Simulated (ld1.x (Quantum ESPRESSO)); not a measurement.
# An all-electron radial function and its pseudo partner (bromine (Br))

Columns: radius, all-electron u(r) and pseudo u(r) of the 4s shell (level -20.34 eV) of bromine in the configuration [Ar] 3d10 4s1.75 4p5.25; PBE, scalar-relativistic, TM scheme, ld1.x (Quantum ESPRESSO) 7.5.

| r (bohr) | all-electron | pseudo |
| --- | --- | --- |
| 0.082 | -0.1600 | -0.0226 |
| 0.165 | -0.2122 | -0.0469 |
| 0.248 | 0.0958 | -0.0741 |
| 0.330 | 0.3468 | -0.1056 |
| 0.413 | 0.4290 | -0.1437 |
| 0.495 | 0.3655 | -0.1895 |
| 0.578 | 0.2134 | -0.2457 |
| 0.660 | 0.0255 | -0.3118 |
| 0.742 | -0.1667 | -0.3882 |
| 0.825 | -0.3460 | -0.4737 |
| 0.908 | -0.4997 | -0.5633 |
| 0.990 | -0.6232 | -0.6496 |
| 1.072 | -0.7187 | -0.7270 |
| 1.155 | -0.7888 | -0.7905 |
| 1.238 | -0.8354 | -0.8356 |
| 1.320 | -0.8618 | -0.8618 |
| 1.402 | -0.8717 | -0.8717 |
| 1.485 | -0.8679 | -0.8679 |
| 1.568 | -0.8530 | -0.8530 |
| 1.650 | -0.8299 | -0.8299 |
| 1.733 | -0.8001 | -0.8001 |
| 1.815 | -0.7662 | -0.7662 |
| 1.898 | -0.7287 | -0.7287 |
| 1.980 | -0.6899 | -0.6899 |
| 2.062 | -0.6501 | -0.6501 |
| 2.145 | -0.6099 | -0.6099 |

(1) How many radial nodes do the two functions have?

(2) At about which radius was the pseudo-wave matched?

(3) Where does each function peak?

(4) Is the pseudo-wave norm-conserving?

## Answers

(1) The all-electron 4s function has n − l − 1 = 3 (the table is too coarse to show those close to the nucleus); the pseudo-wave has 0, since the states of the same l below it are removed with the core.

(2) 1.45 bohr. The columns agree to 0.0005 from 1.24 bohr on; several derivatives are matched, so the curves merge somewhat inside the radius.

(3) Outermost all-electron maximum near 1.40 bohr, pseudo maximum near 1.40 bohr (to the table’s step).

(4) Yes: the TM scheme keeps the norm inside the radius equal to the all-electron one, which fixes the energy derivative of the logarithmic derivative at the level.
